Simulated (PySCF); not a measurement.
A search over the determinants of GaAs⁺

Unrestricted PBE0; basis Ga def2-TZVPPD, As def2-TZVPPD; no relativity; PySCF 2.14. Outer shells of the fragments: Ga+ 3d10 4s2; As 3d10 4s2 4p3.

Followed along the bond (rough minima from three points):

| 2Ms+1 | unpaired | ⟨S²⟩ at the start | R at minimum (Å) | Te (eV) |
| --- | --- | --- | --- | --- |
| 4 | σ ↑, π ↑↑ | 3.76 | 2.72 | 0.00 |
| 2 | σ ↓, π ↑↑ | 1.77 | 2.59 | 0.48 |
| 2 | σ ↑, π ↑↓ | 1.77 | 2.64 | 0.57 |
| 2 | σ ↑ | 0.76 | 2.59 | 1.59 |
| 2 | π ↑ | 0.76 | none in the scan | ≤ 1.52 |

Solutions found at the starting distance of 2.480 Å, counted from the lowest of them; the search is not exhaustive and high or unbound solutions are not listed, so other states can lie among these:

```
2Ms+1   unpaired   term  E (eV)  ⟨S²⟩  ⟨Lz²⟩  μ (D)
    4  σ ↑, π ↑↑    ⁴Σ⁻    0.00  3.76   0.00  -1.93
    2  σ ↓, π ↑↑  mixed    0.42  1.77   0.00  -2.07
    2  σ ↑, π ↑↓  mixed    0.53  1.77   2.02  -1.96
    2        σ ↑  mixed    1.53  0.76   2.01  -1.73
    2        π ↑     ²Π    1.54  0.76   1.02  -3.54
    2        π ↑     ²Π    1.78  0.75   1.01   0.67
    4      π ↑↑↑     ⁴Π    3.63  3.76   1.00  -0.52
    4  σ ↑, π ↑↑  mixed    4.48  3.76   2.01   2.04
    4  π ↑↑, δ ↑     ⁴Δ    8.88  3.77   4.00  -2.05
```

A term symbol is given only where ⟨S²⟩ and ⟨Lz²⟩ are close to those of a pure state; real π, δ and φ orbitals otherwise mix terms. A positive dipole points towards As; it is taken about the centre of mass and depends on that origin.

Question: Compare the gap between the two lowest followed solutions at the starting distance with the gap between their minima.

Answer: At PBE0 the second solution (Ms = 0.5 of mixed spin, unpaired electrons σ ↓, π ↑↑) lies +0.42 eV from the first (quartet, unpaired electrons σ ↑, π ↑↑) at 2.480 Å and +0.48 eV at the minima; the two curves relax by different amounts, since their minima lie near 2.59 and 2.72 Å.

Spin–orbit coupling is left out.
